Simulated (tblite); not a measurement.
Compound: C7H5FN (doublet state).
Structure used (GFN2-xTB), in Å, numbered top down from 1:
```
atom  x, y, z in Å
N1     3.2839   -0.4851    0.3072
C2     2.0907   -0.2839    0.3735
C3     0.7828   -0.1125    0.0978
C4     0.2581    1.1872   -0.1815
C5    -1.0818    1.3609   -0.4012
C6    -1.9355    0.2639   -0.3427
F7    -3.2591    0.4474   -0.5570
C8    -1.4647   -1.0164   -0.0690
C9    -0.1281   -1.2124    0.1525
H10    3.9050   -0.4728    1.1101
H11    0.9372    2.0240   -0.2237
H12   -1.4874    2.3368   -0.6178
H13   -2.1597   -1.8407   -0.0351
H14    0.2580   -2.1970    0.3647
```

Computed with GFN2-xTB (tblite): harmonic, unscaled wavenumbers at the GFN2-xTB geometry, gas phase. Against measured fundamentals such values can be off by several per cent, at times by over 20. One conformer, not necessarily the lowest. Open shells enter through the occupations alone, without spin polarisation, and single modes of such species can be off by tens of per cent.

Harmonic wavenumbers (cm⁻¹): 89.8, 121.1, 214.4, 324.0, 363.1, 368.4, 378.5, 432.0, 499.7, 594.4, 620.9, 638.9, 688.9, 775.7, 817.6, 830.7, 886.2, 901.8, 984.0, 995.3, 1114.2, 1155.6, 1202.9, 1247.9, 1269.4, 1307.1, 1404.8, 1432.7, 1495.0, 1573.4, 2115.5, 3095.5, 3097.0, 3108.1, 3109.0, 3276.0.

A = 5559, B = 947.7, C = 811.7 MHz; mass 122.041 u (most abundant isotopes); point group Cs, symmetry number 1; spin multiplicity 2.

Q: What is the zero-point energy?

A: ½Σν̃ = 21265 cm⁻¹ = 60.80 kcal/mol.

Q: Entropy at 298.15 K, 1 bar (ideal gas, RRHO, classical rotation)?

A: Translation 40.34, rotation 28.71, vibration 17.76, spin (R ln 2) 1.38: S = 88.2 cal/(mol K).

Q: And Cp and H(298.15 K) − H(0)?

A: Cp = 31.61 cal/(mol K), of which vibrations give 23.66 (their classical limit is 36 R = 71.5); H(298.15 K) − H(0) = 5.51 kcal/mol without the zero-point energy, 3.14 from vibrations.

Q: Which modes carry the vibrational entropy at 298.15 K?

A: 89.8 cm⁻¹: 3.66; 121.1 cm⁻¹: 3.08; 214.4 cm⁻¹: 2.01; 324.0 cm⁻¹: 1.29; 363.1 cm⁻¹: 1.11; 368.4 cm⁻¹: 1.09 cal/(mol K); the other 30 give 5.52 together.

Q: What must be added to the electronic energy to get the Gibbs energy at 298.15 K and 1 bar?

A: ZPE + [H(298.15 K) − H(0)] − T·S = 60.80 + 5.51 − 26.29 = 40.02 kcal/mol.

Hindered rotation and anharmonicity are outside this model. Other conformers, if any are populated, would add a mixing term that is left out.
